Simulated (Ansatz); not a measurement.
Molecule (SMILES): [Cl][Ge] (Cl-Ge), doublet.
Atoms: Ge1, Cl2. Bonds: Ge1-Cl2.

How fast the highest harmonic wavenumber converges with the basis for several methods (Ansatz, an electronic-structure program): deviation from each method's own reference, in cm⁻¹. References: CCSD(T) 402 cm⁻¹, the value in aug-pcseg-2; HF 400 cm⁻¹, the value in pcseg-3; MP2 409 cm⁻¹, the value in pcseg-3; PBE 387 cm⁻¹, the value in pcseg-3; PBE0 403 cm⁻¹, the value in pcseg-3. All functions are spherical. In correlated methods cores are frozen (with 3d on Ga to Br). Open shells are unrestricted. No added dispersion term, no relativity. Each level at its own minimum, unscaled; the references are large sets that could be run, not limits.

| basis | functions | CCSD(T) | HF | MP2 | PBE | PBE0 |
|---|---|---|---|---|---|---|
| pcseg-0 | 35 | -51 | -40 | -51 | -27 | -35 |
| pcseg-1 | 45 | -17 | -15 | -16 | -8 | -9 |
| aug-pcseg-1 | 63 | -25 | -15 | -25 | -8 | -10 |
| def2-SVPD | 65 | -21 | -14 | -23 | -7 | -9 |
| aug-cc-pV(D+d)Z | 68 | -19 | -11 | -21 | -5 | -6 |
| pcseg-2 | 77 | 9 | -3 | 6 | -1 | -1 |
| cc-pV(T+d)Z | 82 | 4 | 1 | 1 | 2 | 2 |
| def2-TZVP | 85 | 7 | 3 | 3 | 5 | 4 |
| def2-TZVPP | 90 | 7 | 3 | 4 | 5 | 4 |
| def2-TZVPD | 100 | 2 | 1 | -1 | 2 | 2 |
| def2-TZVPPD | 105 | 3 | 1 | 0 | 2 | 2 |
| aug-cc-pV(T+d)Z | 114 | -3 | -1 | -5 | 0 | -1 |

Mean absolute deviation over pcseg-2, cc-pV(T+d)Z, def2-TZVP, def2-TZVPP, def2-TZVPD, def2-TZVPPD, aug-cc-pV(T+d)Z: HF 2, PBE0 2, PBE 3, MP2 3, CCSD(T) 5 cm⁻¹.
